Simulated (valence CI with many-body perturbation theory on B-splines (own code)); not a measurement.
# I²¹⁺: electric-dipole lines

Level of theory: valence CI with perturbative core correlation (CI+MBPT): four valence electrons over a frozen Dirac-Fock core [Ar] 3d10, radial functions for each j: 11 s, 11 p, 10 d, 8 f, 5 g, 2 h, with the one-electron correlation potential Σ1 (screened to all orders), the two-electron term Σ2, the three-electron term Σ3, Breit, model QED; selected single and double excitations, second order for the rest, scaled by the run's own slope (own B-spline code, finite nucleus).

No measured spectrum was set against this ion. As an estimate, levels hold to about 250 cm⁻¹ or 0.2 % of their energy and the worst to 1 %, as in measured heavy ions of charge 2 to 7; those with d or f electrons hold less well. Among the levels kept, up to 460 cm⁻¹ of a level comes from second order outside the variational space, and about a tenth of that is noise between levels of different J, which matters for small intervals.

Lines 51 to 100 of 576 in falling wavelength, among levels below 2051100 cm⁻¹, chosen from the strongest by gf and those to the six lowest levels. Wavelengths and rates use the calculated energies, so an error of 1000 cm⁻¹ moves a line at 20.64 nm by 0.21 % and its rate by three times that or more. Electric multipoles are in the length gauge, E1 and E2 with the static RPA response of the core. Weak lines are less certain than strong ones. Lines between different terms over intervals too small for the method are left out, as are lines whose strength nearly cancels. Where a level lies close to another of its J and parity, the split of strength between their lines is uncertain. The highest levels of a list are the least certain.

Levels are named by their leading jj configuration (3d3/2^4 stands for four electrons in 3d with j = 3/2), which in mixed levels can hold well under half, so a name can repeat and another be missing. Letters in brackets count levels of one name in rising energy.

```
λ vac (nm)                           Upper                           Lower   A (s⁻¹)  S (a.u.)
     20.64       (4p1/2 4p3/2^2 4d3/2) J=4  (4s 4p1/2 4p3/2 4d3/2) J=4 [b]  9.66e+09  3.77e-01
     20.63                   (4p3/2^4) J=0                (4s 4p3/2^3) J=1  3.06e+10  1.33e-01
     20.63           (4p1/2^2 4p3/2^2) J=2      (4s 4p1/2 4p3/2^2) J=2 [a]  8.29e+09  1.79e-01
     20.55   (4p1/2 4p3/2^2 4d5/2) J=3 [a]  (4s 4p1/2 4p3/2 4d3/2) J=4 [b]  4.42e+09  1.32e-01
     20.44          (4s 4p3/2^2 4d5/2) J=5          (4s^2 4p3/2 4d5/2) J=4  1.21e+10  5.63e-01
     20.43         (4p3/2^3 4d5/2) J=4 [b]      (4s 4p3/2^2 4d5/2) J=4 [b]  8.94e+09  3.39e-01
     20.41       (4p1/2^2 4p3/2 4d3/2) J=3  (4s 4p1/2 4p3/2 4d5/2) J=4 [a]  5.11e+09  1.50e-01
     20.34          (4s 4p1/2 4p3/2^2) J=3          (4s^2 4p1/2 4p3/2) J=2  4.89e+09  1.42e-01
     20.30       (4p1/2 4p3/2^2 4d5/2) J=5  (4s 4p1/2 4p3/2 4d5/2) J=4 [b]  7.73e+09  3.51e-01
     20.27       (4p1/2^2 4p3/2 4d5/2) J=4  (4s 4p1/2 4p3/2 4d3/2) J=4 [a]  6.45e+09  2.39e-01
     20.27         (4p3/2^3 4d5/2) J=3 [b]      (4s 4p3/2^2 4d5/2) J=2 [b]  6.43e+09  1.85e-01
     20.09         (4p3/2^3 4d5/2) J=4 [a]      (4s 4p3/2^2 4d5/2) J=3 [a]  3.93e+09  1.42e-01
     19.98   (4p1/2 4p3/2^2 4d5/2) J=2 [a]  (4s 4p1/2 4p3/2 4d5/2) J=1 [c]  1.01e+10  1.98e-01
     19.89       (4p1/2 4p3/2^2 4d3/2) J=4  (4s 4p1/2 4p3/2 4d3/2) J=3 [b]  5.20e+09  1.82e-01
     19.70          (4s 4p3/2^2 4d3/2) J=4          (4s^2 4p3/2 4d3/2) J=3  7.81e+09  2.65e-01
     19.68      (4s 4p3/2^2 4d5/2) J=3 [a]          (4s^2 4p3/2 4d5/2) J=2  7.02e+09  1.85e-01
     19.64             (4p3/2^3 4d5/2) J=2      (4s 4p3/2^2 4d5/2) J=1 [a]  8.44e+09  1.58e-01
     19.59       (4p1/2^2 4p3/2 4d3/2) J=1  (4s 4p1/2 4p3/2 4d3/2) J=2 [a]  1.32e+10  1.47e-01
     19.54      (4s 4p3/2^2 4d5/2) J=2 [b]          (4s^2 4p3/2 4d5/2) J=1  1.60e+10  2.96e-01
     19.53       (4p1/2^2 4p3/2 4d5/2) J=4  (4s 4p1/2 4p3/2 4d5/2) J=4 [a]  7.24e+09  2.39e-01
     19.44             (4p1/2 4p3/2^3) J=2      (4s 4p1/2 4p3/2^2) J=2 [b]  1.41e+10  2.56e-01
     19.42      (4s 4p3/2^2 4d5/2) J=1 [a]          (4s^2 4p3/2 4d5/2) J=2  1.18e+10  1.28e-01
     19.31  (4s 4p1/2 4p3/2 4d5/2) J=3 [c]          (4s^2 4p1/2 4d5/2) J=2  1.33e+10  3.30e-01
     19.29   (4p1/2 4p3/2^2 4d5/2) J=3 [b]  (4s 4p1/2 4p3/2 4d5/2) J=3 [e]  8.36e+09  2.07e-01
     19.21                (4s 4p3/2^3) J=2              (4s^2 4p3/2^2) J=2  1.40e+10  2.44e-01
     19.03  (4s 4p1/2 4p3/2 4d5/2) J=3 [d]          (4s^2 4p1/2 4d5/2) J=2  1.60e+10  3.82e-01
     18.92   (4p1/2 4p3/2^2 4d3/2) J=3 [b]  (4s 4p1/2 4p3/2 4d5/2) J=3 [d]  6.84e+09  1.60e-01
     18.83  (4s 4p1/2 4p3/2 4d5/2) J=4 [b]          (4s^2 4p1/2 4d5/2) J=3  2.05e+10  6.08e-01
     18.74       (4p1/2^2 4p3/2 4d5/2) J=3          (4s 4p1/2^2 4d5/2) J=2  5.13e+09  1.17e-01
     18.66      (4s 4p3/2^2 4d5/2) J=3 [d]          (4s^2 4p3/2 4d5/2) J=3  1.74e+10  3.90e-01
     18.66  (4s 4p1/2 4p3/2 4d3/2) J=3 [b]          (4s^2 4p1/2 4d3/2) J=2  1.53e+10  3.42e-01
     18.63      (4s 4p1/2 4d3/2 4d5/2) J=5          (4s 4p3/2^2 4d3/2) J=4  3.44e+09  1.21e-01
     18.58  (4s 4p1/2 4p3/2 4d3/2) J=2 [c]          (4s^2 4p1/2 4d3/2) J=2  1.65e+10  2.60e-01
     18.52         (4p3/2^3 4d5/2) J=3 [b]      (4s 4p3/2^2 4d5/2) J=4 [b]  7.11e+09  1.56e-01
     18.50   (4p1/2 4p3/2^2 4d5/2) J=3 [a]  (4s 4p1/2 4p3/2 4d5/2) J=2 [a]  9.06e+09  1.98e-01
     18.41      (4s 4p3/2^2 4d5/2) J=3 [a]          (4s^2 4p3/2 4d3/2) J=2  7.68e+09  1.66e-01
     18.39      (4s 4p3/2^2 4d5/2) J=4 [b]          (4s^2 4p3/2 4d3/2) J=3  8.36e+09  2.31e-01
     18.36          (4s 4p1/2^2 4p3/2) J=1              (4s^2 4p1/2^2) J=0  2.46e+10  2.25e-01
     18.34   (4p1/2 4p3/2^2 4d5/2) J=2 [a]  (4s 4p1/2 4p3/2 4d5/2) J=3 [c]  1.32e+10  2.01e-01
     18.33   (4p1/2 4p3/2^2 4d3/2) J=2 [b]  (4s 4p1/2 4p3/2 4d3/2) J=3 [b]  1.88e+10  2.86e-01
     18.33      (4s 4p1/2 4p3/2^2) J=1 [a]          (4s^2 4p1/2 4p3/2) J=2  7.86e+08  7.17e-03
     18.29          (4s^2 4p1/2 4d3/2) J=2              (4s^2 4p3/2^2) J=2  1.40e+10  2.11e-01
     18.28       (4p1/2^2 4p3/2 4d3/2) J=3          (4s 4p1/2^2 4d5/2) J=3  6.94e+09  1.46e-01
     18.26      (4s 4p3/2^2 4d5/2) J=3 [c]          (4s^2 4p3/2 4d5/2) J=2  1.15e+10  2.43e-01
     18.25  (4s 4p1/2 4p3/2 4d5/2) J=2 [b]          (4s^2 4p1/2 4d3/2) J=1  1.10e+10  1.64e-01
     18.23      (4s 4p3/2^2 4d3/2) J=1 [a]          (4s^2 4p1/2 4d3/2) J=1  1.36e+10  1.22e-01
     18.23      (4s 4p3/2^2 4d3/2) J=2 [b]          (4s^2 4p3/2 4d5/2) J=2  1.30e+10  1.94e-01
     18.22      (4s 4p3/2^2 4d5/2) J=2 [a]          (4s^2 4p3/2 4d3/2) J=3  1.47e+10  2.20e-01
     18.16          (4s 4p1/2 4p3/2^2) J=0          (4s^2 4p1/2 4p3/2) J=1  2.64e+10  7.79e-02
     18.15      (4s 4p1/2 4p3/2^2) J=2 [b]          (4s^2 4p1/2 4p3/2) J=2  3.41e+10  5.03e-01
```
